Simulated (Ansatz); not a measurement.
A structure relaxed at PBE-D4/def2-SVP in Ansatz, charge 0, doublet:

```xyz
9

Li    1.974   -0.025   -0.139
Li    0.091   -1.989   -1.434
Li   -1.515    0.547   -1.157
Li    0.358    2.874    0.427
Li   -0.704   -1.830    1.326
Br    1.506   -2.394    0.587
Br   -2.228   -1.787   -0.524
Br   -1.898    2.644   -0.146
Br    2.415    1.960    1.060
```

Give its formula and point group.

Li5Br4. Point group Cs (tolerance 0.1 Å).

Summarise the bond lengths by kind (pairs closer than 1.2 times the sum of covalent radii, bridged metal pairs left out).

10 × Br–Li 2.34 to 2.52 Å.

Another isomer (doublet) lies 0.34 eV lower at PBE0-D4/def2-TZVP; other spin states weren't run for this one.
